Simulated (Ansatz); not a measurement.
Ansatz (an electronic-structure program) input (SVWN5/6-31G*):

Ansatz 0.2 input:
```yaml
crystal:
  periodic: [false, false, false]
  atoms:
    - {symbol: C, position_ang: [2.72453300, 0.83246000, 0.26216400]}
    - {symbol: Si, position_ang: [1.58824500, -0.58954800, 0.04178800]}
    - {symbol: O, position_ang: [0.04737400, -0.03816900, 0.01290500]}
    - {symbol: Si, position_ang: [-1.54797300, -0.38902200, -0.14365900]}
    - {symbol: C, position_ang: [-2.52876400, 1.19051100, -0.04372800]}
    - {symbol: H, position_ang: [3.80176800, 0.71390900, 0.31060100]}
    - {symbol: H, position_ang: [2.37228500, 1.85360400, 0.35423600]}
    - {symbol: H, position_ang: [1.75142100, -1.56455400, 1.15190900]}
    - {symbol: H, position_ang: [1.88863400, -1.30609000, -1.22556500]}
    - {symbol: H, position_ang: [-1.77492300, -1.06113100, -1.44757100]}
    - {symbol: H, position_ang: [-1.95177600, -1.32146700, 0.93832200]}
    - {symbol: H, position_ang: [-2.23986600, 1.87943800, -0.83980900]}
    - {symbol: H, position_ang: [-2.36767300, 1.68892300, 0.91412500]}
    - {symbol: H, position_ang: [-3.59726700, 0.98486600, -0.14390000]}
basis:
  gaussian:
    orbitals: 6-31G*
hamiltonian:
  xc: {name: SVWN5}
magnetization: {spin_polarized: true, initial_magnetization: 1}
output: {forces: true}
```

Output:

```
Functional definition: SVWN5
integrals: 0.05 GiB planned
1281 factors; their error is unknown
mean field: 0.34 GiB planned
mean field evaluation 1: about -19909.1247 eV, gradient 5.8e1 eV
mean field evaluation 2: about -19870.2287 eV, gradient 1.1e2 eV
mean field evaluation 4: about -19923.0562 eV, gradient 7.2e0 eV
mean field evaluation 8: about -19923.3011 eV, gradient 2.6e-1 eV
mean field evaluation 16: about -19923.2006 eV, gradient 3.7e-4 eV
mean field -19923.20062752 eV, -732.1641186311 hartree, gradient 2.1e-5 eV, S^2 0.752316; 0 other end points of the search recorded, 0 dependent functions left out
the calculation of the forces begins
reference -19923.20066397 eV, -732.1641199704 hartree; 29, 28 occupied and 72, 73 virtual orbitals, 1281 factors
Total energy: -19923.20066397 eV, -732.1641199704 hartree
Atom 0 at     2.724533     0.832460     0.262164 Å, force    -0.390110    -0.527933    -0.080135 eV/Å
Atom 1 at     1.588245    -0.589548     0.041788 Å, force     0.195414     0.548172     0.070774 eV/Å
Atom 2 at     0.047374    -0.038169     0.012905 Å, force    -0.000999     0.194554     0.026341 eV/Å
Atom 3 at    -1.547973    -0.389022    -0.143659 Å, force    -0.092855     0.423241     0.038843 eV/Å
Atom 4 at    -2.528764     1.190511    -0.043728 Å, force     0.274258    -0.439585    -0.027456 eV/Å
Atom 5 at     3.801768     0.713909     0.310601 Å, force     0.494584    -0.071405     0.020509 eV/Å
Atom 6 at     2.372285     1.853604     0.354236 Å, force    -0.189998     0.455646     0.039294 eV/Å
Atom 7 at     1.751421    -1.564554     1.151909 Å, force     0.066547    -0.288148     0.283443 eV/Å
Atom 8 at     1.888634    -1.306090    -1.225565 Å, force     0.101627    -0.222123    -0.329582 eV/Å
Atom 9 at    -1.774923    -1.061131    -1.447571 Å, force    -0.093246    -0.173781    -0.334318 eV/Å
Atom 10 at    -1.951776    -1.321467     0.938322 Å, force    -0.138086    -0.239187     0.271782 eV/Å
Atom 11 at    -2.239866     1.879438    -0.839809 Å, force     0.117612     0.253037    -0.308143 eV/Å
Atom 12 at    -2.367673     1.688923     0.914125 Å, force     0.068088     0.179508     0.368624 eV/Å
Atom 13 at    -3.597267     0.984866    -0.143900 Å, force    -0.412835    -0.091998    -0.039976 eV/Å
Dipole moment:    -0.016674     0.183490     0.015256 e Å
```

The geometry given is a B3LYP-D3(BJ)/def2-TZVP minimum.
